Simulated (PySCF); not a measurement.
PySCF 2.14 output of an unrestricted wB97M-V calculation on a single atom or ion in aug-cc-pVTZ-PP with one added diffuse shell each of d, f type with ECP60MDF (6s5p5d3f, 67 functions), with scalar relativity through the core potential:

```
SCF conv_tol = 1e-09
number electrons alpha = 13  beta = 9
    N. Mardirossian and M. Head-Gordon.,  J. Chem. Phys. 144, 214110 (2016)
cycle= 1 E= -213.619066995106  delta_E= -0.00657  |g|= 0.0156  |ddm|= 0.454
cycle= 2 E= -213.619303622676  delta_E= -0.000237  |g|= 0.00375  |ddm|= 0.14
cycle= 3 E= -213.619336133224  delta_E= -3.25e-05  |g|= 0.00112  |ddm|= 0.0623
cycle= 4 E= -213.619342790319  delta_E= -6.66e-06  |g|= 0.000645  |ddm|= 0.0163
cycle= 5 E= -213.619345943556  delta_E= -3.15e-06  |g|= 0.0004  |ddm|= 0.00762
cycle= 6 E= -213.619348514185  delta_E= -2.57e-06  |g|= 0.000101  |ddm|= 0.00985
cycle= 7 E= -213.619348643742  delta_E= -1.3e-07  |g|= 7.76e-06  |ddm|= 0.003
cycle= 8 E= -213.619348643904  delta_E= -1.62e-10  |g|= 1.47e-06  |ddm|= 0.000219
converged SCF energy = -213.619348643904  <S^2> = 6.0021167  2S+1 = 5.0008466
```

The run itself started from symmetry-adapted Hartree-Fock orbitals and held the occupation by maximum overlap, on a logarithmic radial grid, so the iterations belong to that start.

Problem. Which element, charge and spin multiplicity is this?

Solution. Bi⁺ (bismuth, charge +1), multiplicity 5; the state was [Xe] 4f14 5d10 6s1 6p2 7s1, high-spin 5P determinant (an excited configuration).

Energies and moments cover only the electrons outside the core potential. Spin-orbit coupling is strong in this species (close to jj coupling), so the high-spin LS determinant is a model state, not a physical level. The outer electron is Rydberg-like, and this basis confines it to a smaller radius and binds it less than a complete one would.
